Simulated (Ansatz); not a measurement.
Two structures of SnH₆SO, closed shell, reached by relaxing down either side of one saddle point (PBE0-D4/def2-TZVP). Energies are electronic, without zero-point energy. Program: Ansatz 0.2.0. Basis: def2-TZVPP and def2-QZVPP. Cores are frozen in the correlated methods. Filled d shells of the heavier atoms are correlated. Core potentials replace the inner electrons of the atoms past krypton. The def2 sets are not built for correlating such inner shells, so the correlated values are less sure here. Extrapolation: Hartree–Fock as exp(−7.88 √X), correlation as X^−2.97. First:

```
9
angstrom
Sn -0.4680 0.7007 -1.0675
O 0.5284 0.9936 0.6230
H 0.4322 -0.4708 -1.9021
H -0.4773 2.2132 -1.8675
H -2.0453 0.1992 -0.6686
H 0.3662 -0.8577 1.5375
S -0.0114 -2.1510 1.4391
H 0.4874 1.8999 0.9353
H 1.1879 -2.5271 0.9708
```

Second:

Sn1  (-0.794, -0.128, -1.035)
O2  (1.498, 1.182, 0.916)
H3  (0.731, -0.142, -1.781)
H4  (-1.376, 1.418, -0.643)
H5  (-1.932, -0.968, -1.997)
H6  (1.124, 0.394, 1.333)
S7  (-0.660, -1.309, 1.081)
H8  (1.370, 1.890, 1.551)
H9  (0.040, -2.337, 0.576)
(Å)

Problem. Which bonds change from the first to the second?

Solution. SnH₄O ([OH][SnH3]) + H₂S → SnH₄S ([SH][SnH3]) + H₂O; bonds formed: Sn1–S7, O2–H6; bonds broken: Sn1–O2, H6–S7.

Problem. Give the saddle point's structure and its height above each. (Judge from chemistry; the value comes from the calculation.)

Solution. The calculation gives: 15.09 kcal/mol above the first and 26.50 kcal/mol above the second (CCSD(T) at an estimated basis limit (MP2 extrapolated from triple and quadruple zeta, plus CCSD(T) − MP2 in triple zeta)).
Sn1  (-0.455, 0.329, -0.949)
O2  (0.668, 0.859, 0.758)
H3  (0.424, -0.710, -1.958)
H4  (-0.309, 1.938, -1.558)
H5  (-2.102, 0.051, -0.641)
H6  (0.429, -0.191, 1.268)
S7  (-0.136, -1.737, 1.130)
H8  (0.429, 1.658, 1.241)
H9  (1.054, -2.195, 0.710)
(Å)

No T1 diagnostic of these runs exceeds 0.014.

Labels in which every atom is bracketed show which atoms are joined, not bond orders.

For scale, one of the runs: CCSD(T)/def2-TZVPP, 207 basis functions, launched by `ansatz run in.yaml --threads 4 --pin off --events-out ev --progress --plain --max-ram 9574MiB`. Time: 73 s of wall clock on 4 CPU threads of an Arm Neoverse V1; the host was shared. Peak host memory: 3 GiB.
